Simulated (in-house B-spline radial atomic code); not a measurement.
Orbital energies and mean radii along the 14-electron series, configuration [Ne] 3s2 3p2. The effective charge is n√(-2ε), a non-relativistic measure. Computed with a B-spline radial code for spherical atoms: Dirac-Hartree-Fock, average of the configuration, finite nuclei.

```
 ion   Z  energy of 3p1/2 (Eh)  mean radius of 3p1/2 (bohr)  energy of 3s1/2 (Eh)  mean radius of 3s1/2 (bohr)  energy of 2s1/2 (Eh)  mean radius of 2s1/2 (bohr)  effective charge of 3p1/2
  Si  14              -0.27909                       2.7835              -0.54551                       2.1989               -6.1899                      0.56104                     2.2413
  P+  15                     ?                            ?                     ?                            ?                     ?                            ?                          ?
 S2+  16               -1.2424                       1.7731               -1.6657                        1.592               -10.007                      0.47294                      4.729
Cl3+  17               -1.9108                       1.5235               -2.4142                       1.4066               -12.327                      0.43835                     5.8647
Ar4+  18               -2.6983                       1.3406                -3.282                       1.2624               -14.912                      0.40837                     6.9691
 K5+  19               -3.6029                       1.1994               -4.2671                       1.1465                -17.76                      0.38216                     8.0531
Ca6+  20                     ?                            ?                     ?                            ?                     ?                            ?                          ?
Sc7+  21                 -5.76                      0.99394               -6.5853                      0.97076               -24.239                      0.33851                     10.182
```

Problem. Fill in the row of P+.

Solution. energy of 3p1/2 (Eh): -0.69629; mean radius of 3p1/2 (bohr): 2.1424; energy of 3s1/2 (Eh): -1.04; mean radius of 3s1/2 (bohr): 1.8416; energy of 2s1/2 (Eh): -7.9577; mean radius of 2s1/2 (bohr): 0.51331; effective charge of 3p1/2: 3.5402.

Problem. Fill in the row of Ca6+.

Solution. energy of 3p1/2 (Eh): -4.6237; mean radius of 3p1/2 (bohr): 1.0865; energy of 3s1/2 (Eh): -5.3684; mean radius of 3s1/2 (bohr): 1.051; energy of 2s1/2 (Eh): -20.869; mean radius of 2s1/2 (bohr): 0.35904; effective charge of 3p1/2: 9.1229.

Problem. How does the screening of 3p1/2 change?

Solution. Z less the effective charge goes from 11.76 at Z = 14 to 10.82 at Z = 21.
